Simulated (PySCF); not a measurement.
**Relaxation of singlet [Na3Te]+**

These are results of PBE0 in PySCF with Te def2-TZVP with ECP28, Na def2-TZVP; scalar-relativistic core potentials, no spin–orbit coupling; density-fitted integrals, not measurements. A (50,194) grid was used.

A hand-made trigonal planar start, of D3h symmetry, held to at least that symmetry:

```xyz
4
charge 1 multiplicity 1, angstrom
Te    0.0000    0.0000    0.0000
Na    2.8518    0.0000    0.0000
Na   -1.4259    2.4697    0.0000
Na   -1.4259   -2.4697    0.0000
```

Optimiser trace:
```
step  E − E(last) (kJ/mol)  largest gradient (Eh/bohr)
   0                  1.02                     0.00296
   1                  0.70                     0.00247
   2                  0.00                     0.00014
   3                  0.00                     0.00001
```

It ends at D3h with Te–Na 2.807 Å (×3); Na–Te–Na 120.0° (×3). A frequency run shows a minimum. Other isomers or separated fragments may lie lower.

Final geometry:
```xyz
4
charge 1 multiplicity 1, angstrom
Te    0.0000    0.0000    0.0000
Na    2.8070    0.0000    0.0000
Na   -1.4035    2.4309    0.0000
Na   -1.4035   -2.4309    0.0000
```
